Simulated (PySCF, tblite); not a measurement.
Compound: C8H11P.
Cartesian coordinates in Å at the GFN2-xTB level; atoms count from 1:
```
atom  x, y, z in Å
C1    -1.932   -1.038   -0.557
C2    -1.191    0.273   -0.285
C3    -1.811    1.013    0.902
C4     0.284    0.024   -0.057
C5     1.205    0.590   -0.931
C6     2.576    0.426   -0.812
C7     3.173   -0.316    0.184
P8     2.319   -1.156    1.437
C9     0.689   -0.758    1.011
H10   -2.971   -0.836   -0.806
H11   -1.472   -1.567   -1.388
H12   -1.909   -1.685    0.316
H13   -1.292    0.910   -1.172
H14   -1.266    1.933    1.102
H15   -1.786    0.399    1.799
H16   -2.847    1.264    0.687
H17    0.833    1.192   -1.749
H18    3.211    0.909   -1.544
H19    4.253   -0.389    0.199
H20   -0.072   -1.175    1.661
```

Method used: PBE0/pcSseg-1 in PySCF (dipole) on a GFN2-xTB geometry, gas phase.

Masses are those of the commonest isotopes; rigid-rotor values at the optimised geometry. The values belong to one conformer with, in the numbering `[CH3:1][CH:2]([CH3:3])[c:4]1[cH:5][cH:6][cH:7][p:8][cH:9]1`, C1–C2–C4–C5 118°.

(1) Give the principal moments of inertia and the rotational constants in cm⁻¹.

(2) What kind of rotor is it?

(3) Is it planar, by Δ = Ic − Ia − Ib?

(4) Give the other two planar moments, Paa and Pbb, and the rms extents of the mass along the axes.

(5) List the rotational levels J(Ka,Kc) to J = 5 (MHz).

(6) Which types of transition are allowed, and where do some lines up to J = 5 fall?

(7) Estimate the classical rotational partition function at 10 K, 50 K and 500 K.

Results:

(1) Ia = 193.23, Ib = 543.26, Ic = 628.38 u·Å²; 505379 MHz·u·Å²/I gives 2615, 930.3 and 804.3 MHz, that is A = 0.08724, B = 0.03103, C = 0.02683 cm⁻¹.

(2) An asymmetric top: κ = (2 × 930.3 − 2615 − 804.3)/(2615 − 804.3) = -0.86.

(3) Not planar: Δ = Ic − Ia − Ib = -108.10 u·Å². For a rigid frame Δ = −2 Σ m c², so Σ m c² = 54.05 u·Å² lies off the ab plane: 15.98 from hydrogen and 38.07 from heavier atoms. The atom farthest from that plane is 2.15 Å away.

(4) Paa = Σ m a² = (Ib + Ic − Ia)/2 = 489.21 and Pbb = Σ m b² = (Ia + Ic − Ib)/2 = 139.18 u·Å². With the mass M = 138.06 u, the rms extents √(P/M) along a, b and c are 1.88, 1.00, 0.63 Å.

(5) Above 0(0,0):
J = 1: 1(0,1) 1735, 1(1,1) 3420, 1(1,0) 3546
J = 2: 2(0,2) 5197, 2(1,2) 6763, 2(1,1) 7141, 2(2,1) 12196, 2(2,0) 12203
J = 3: 3(0,3) 10373, 3(1,3) 11773, 3(1,2) 12529, 3(2,2) 17400, 3(2,1) 17434, 3(3,1) 26145, 3(3,0) 26145
J = 4: 4(0,4) 17244, 4(1,4) 18446, 4(1,3) 19705, 4(2,3) 24333, 4(2,2) 24433, 4(3,2) 33096, 4(3,1) 33097, 4(4,1) 45321, 4(4,0) 45321
J = 5: 5(0,5) 25787, 5(1,5) 26776, 5(1,4) 28660, 5(2,4) 32990, 5(2,3) 33221, 5(3,3) 41790, 5(3,2) 41796, 5(4,2) 54009, 5(4,1) 54009, 5(5,1) 69728, 5(5,0) 69728
The levels of one J sum to (2J + 1)J(J + 1)(A + B + C)/3.

(6) The dipole components are |μa| = 1.42 D, |μb| = 1.43 D, |μc| = 0.00 D; the mirror of this Cs structure is the ab plane, so μc vanishes by symmetry and there are no c-type lines. The squared components, which scale the intensities, stand as 0.99 : 1.00 (a : b). Some lines, for components of 0.1 D or more:

```json
{"type": "b", "branch": "R", "J(Ka,Kc)": "4(1,3) ← 3(2,2)", "MHz": "2305", "lower level (cm⁻¹)": "0.580"}
{"type": "b", "branch": "R", "J(Ka,Kc)": "1(1,1) ← 0(0,0)", "MHz": "3420", "lower level (cm⁻¹)": "0.000"}
{"type": "b", "branch": "R", "J(Ka,Kc)": "5(1,4) ← 4(2,3)", "MHz": "4328", "lower level (cm⁻¹)": "0.812"}
{"type": "a", "branch": "R", "J(Ka,Kc)": "3(2,1) ← 2(2,0)", "MHz": "5231", "lower level (cm⁻¹)": "0.407"}
{"type": "b", "branch": "Q", "J(Ka,Kc)": "4(2,3) ← 4(1,4)", "MHz": "5886", "lower level (cm⁻¹)": "0.615"}
{"type": "a", "branch": "R", "J(Ka,Kc)": "5(1,5) ← 4(1,4)", "MHz": "8330", "lower level (cm⁻¹)": "0.615"}
{"type": "b", "branch": "Q", "J(Ka,Kc)": "5(3,2) ← 5(2,3)", "MHz": "8575", "lower level (cm⁻¹)": "1.108"}
{"type": "a", "branch": "R", "J(Ka,Kc)": "5(3,3) ← 4(3,2)", "MHz": "8694", "lower level (cm⁻¹)": "1.104"}
{"type": "b", "branch": "Q", "J(Ka,Kc)": "3(3,0) ← 3(2,1)", "MHz": "8711", "lower level (cm⁻¹)": "0.582"}
{"type": "b", "branch": "Q", "J(Ka,Kc)": "3(3,1) ← 3(2,2)", "MHz": "8745", "lower level (cm⁻¹)": "0.580"}
{"type": "a", "branch": "R", "J(Ka,Kc)": "5(1,4) ← 4(1,3)", "MHz": "8955", "lower level (cm⁻¹)": "0.657"}
{"type": "b", "branch": "R", "J(Ka,Kc)": "4(3,1) ← 3(2,2)", "MHz": "15698", "lower level (cm⁻¹)": "0.580"}
{"type": "b", "branch": "R", "J(Ka,Kc)": "5(3,2) ← 4(2,3)", "MHz": "17463", "lower level (cm⁻¹)": "0.812"}
```

(7) Point group Cs, symmetry number σ = 1; q = (√π/σ)·√((kT/h)³/(ABC)), k/h = 20836.6 MHz/K: 3810 at 10 K, 42600 at 50 K, 1350000 at 500 K.

Its GFN2-xTB frequencies are all real (lowest 38 cm⁻¹). No vibrational averaging or centrifugal distortion is included, and the geometry carries the error of its method. A rigid rotor knows nothing of internal rotation, which can split or shift real lines.

The run took 45 s wall on one thread of an Arm Neoverse V1 (shared host), and the process peaked at 1.0 GiB of memory. This is the PBE0/pcSseg-1 job that gave the dipole, with the shieldings it also computed.
